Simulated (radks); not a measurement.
Q: Radial electron density D(r) = 4 pi r^2 rho(r) of an atom or ion with 52 electrons. Calculated with a radial shooting solver on a logarithmic mesh with Libxc functionals: scalar-relativistic Kohn-Sham, SCAN, spin-polarised, spherical densities, finite nucleus; meta-GGA in the generalised Kohn-Sham scheme; Fermi nuclear charge, rms radius of each element as measured or else 0.836 A^(1/3) + 0.57 fm.

r (bohr),D(r) (e/bohr),spin D(r)
0.002231,7.529,-0.0000339
0.002577,9.464,-0.0000401
0.002976,11.83,-0.0000460
0.003437,14.69,-0.0000502
0.003937,17.90,-0.0000505
0.004547,21.88,-0.0000429
0.005252,26.48,-0.0000203
0.006065,31.69,0.0000283
0.007004,37.41,0.000121
0.008089,43.51,0.000286
0.009268,49.40,0.000545
0.0107,55.43,0.000990
0.01236,60.85,0.00170
0.01428,65.17,0.00280
0.01649,67.97,0.00445
0.01904,68.94,0.00686
0.02199,68.05,0.0103
0.02519,65.85,0.0146
0.02909,62.89,0.0204
0.0336,60.50,0.0275
0.0388,60.06,0.0353
0.04481,62.63,0.0429
0.05176,68.42,0.0484
0.0593,75.91,0.0499
0.06848,83.78,0.0454
0.07909,88.68,0.0340
0.09134,88.28,0.0174
0.1055,82.28,0.00133
0.1218,73.18,-0.00519
0.1396,65.78,0.00475
0.1612,63.03,0.0337
0.1861,66.38,0.0724
0.215,72.41,0.101
0.2483,74.87,0.0955
0.2867,68.92,0.0556
0.3285,55.94,0.0106
0.3794,39.75,0.000871
0.4381,28.00,0.0585
0.506,24.08,0.163
0.5844,25.91,0.239
0.6749,28.27,0.216
0.7794,27.09,0.0959
0.893,22.45,-0.0183
1.031,16.02,-0.0143
1.191,10.58,0.208
1.375,7.177,0.547
1.588,5.418,0.896
1.835,4.444,1.12
2.102,3.639,1.15
2.427,2.695,0.966
2.803,1.743,0.673
3.237,0.9630,0.387
3.739,0.4455,0.180
4.318,0.1694,0.0670
4.947,0.05574,0.0209
5.713,0.01366,0.00464
6.598,0.002580,0.000747
7.62,0.0003631,0.0000816

What is the nuclear charge?

A: Z = 53. The innermost maximum, from 1s, lies near gamma/Z bohr with gamma = sqrt(1 - (Z/c)^2) = 0.922, here 0.0174 bohr (found: 0.0190), and its height grows with Z. The density is that of the iodine ion I+ in [Kr] 4d10 5s2 5p4; the configuration itself is not fixed sharply by these data, and Z only to a few units. D(r) has 4 maxima, at r = 0.0190, 0.0843, 0.242, 0.697 bohr, and minima at 0.0370, 0.160, 0.510 bohr, inside which lie 1.98, 11.20, 28.96 electrons.
